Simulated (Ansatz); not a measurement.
A nudged elastic band was laid between two geometries of CH4 + CH4ClGa (12 atoms, charge 0, multiplicity 1).

All numbers below come from RKS B3LYP/def2-SVP (Ansatz).

```yaml
movable_images: 5
climbing_image: yes
spring: 5.0 eV/Å²
optimiser: quadratic models (default)
start_path: through a guess of the saddle point
force_threshold: 0.05 eV/Å
iteration_limit: 60
end_points: relaxed
```

First end point:

```xyz
12
Properties=species:S:1:pos:R:3
Ga -1.024 0.327 1.104
H -1.135 1.889 1.132
C 0.374 -0.855 1.825
Cl -2.755 -0.662 0.205
H 0.643 1.316 -1.303
C 0.522 0.505 -2.037
H 0.284 -1.869 1.410
H 0.263 -0.914 2.921
H 1.378 -0.455 1.610
H 0.559 0.939 -3.047
H -0.447 0.004 -1.899
H 1.337 -0.224 -1.920
```

Last end point:

```xyz
12
Properties=species:S:1:pos:R:3
Ga -0.502 -0.426 -0.075
H -0.237 2.400 0.885
C 0.380 -0.916 1.619
Cl -2.696 -0.390 0.040
H 0.157 2.464 0.236
C 0.223 -0.058 -1.872
H 0.253 -1.998 1.790
H -0.093 -0.389 2.461
H 1.457 -0.689 1.604
H -0.341 0.755 -2.354
H 0.108 -0.960 -2.496
H 1.291 0.206 -1.839
```

(1) What changes between the two ends?

(2) What energy profile does the band end with?

(3) What is the geometry of the highest image?

## Answers

(1) Bonds broken: Ga1–H2, H5–C6. Bonds formed: Ga1–C6, H2–H5. CH4 + CH4ClGa becomes C2H6ClGa + H2.

(2) The run converged. The highest image is number 3 of 0 to 6, 202.8 kJ/mol above the first end and 158.0 kJ/mol above the last; the last end lies 44.8 kJ/mol above the first. Neighbouring images differ by up to 1.8 eV, so the band resolves the path poorly. A vibrational analysis at the climbing image gives one clearly imaginary mode, 1511i cm⁻¹: a first-order saddle point. The orbitals stay closed-shell, which can raise the energy where a bond breaks towards radicals; this wasn't checked here.

```csv
image,path coordinate (Å),energy (kJ/mol),Ga1–H2 (Å),H5–C6 (Å),Ga1–C6 (Å)
0,0.00,0.0,1.57,1.10,3.51
1,0.89,1.6,1.57,1.10,3.24
2,1.77,30.4,1.58,1.11,2.75
3,2.66,202.8,1.77,1.51,2.20
4,3.51,73.7,2.26,2.24,1.99
5,4.35,46.4,2.73,2.93,1.97
6,5.19,44.8,3.00,3.29,1.97
```

(3) 
```xyz
12
Properties=species:S:1:pos:R:3:forces:R:3
Ga -0.661 0.081 0.358 -0.01 0.01 0.00
H -0.407 1.835 0.317 0.00 0.00 0.00
C 0.457 -0.852 1.672 0.00 0.00 0.00
Cl -2.797 -0.237 0.053 0.00 0.00 0.00
H -0.093 1.347 -0.598 -0.01 0.00 0.00
C 0.271 0.294 -1.624 0.01 -0.01 0.01
H 0.556 -1.910 1.387 0.00 0.00 0.00
H -0.004 -0.796 2.668 0.00 0.00 0.00
H 1.458 -0.396 1.712 0.00 0.00 0.00
H 0.105 1.118 -2.339 0.00 0.01 0.01
H -0.237 -0.582 -2.061 0.00 0.00 0.00
H 1.351 0.098 -1.547 0.00 0.00 -0.01
```

Time of the run: 3.9 min on 2 threads of Arm Neoverse V2, on a shared host, peak memory 0.3 GiB.
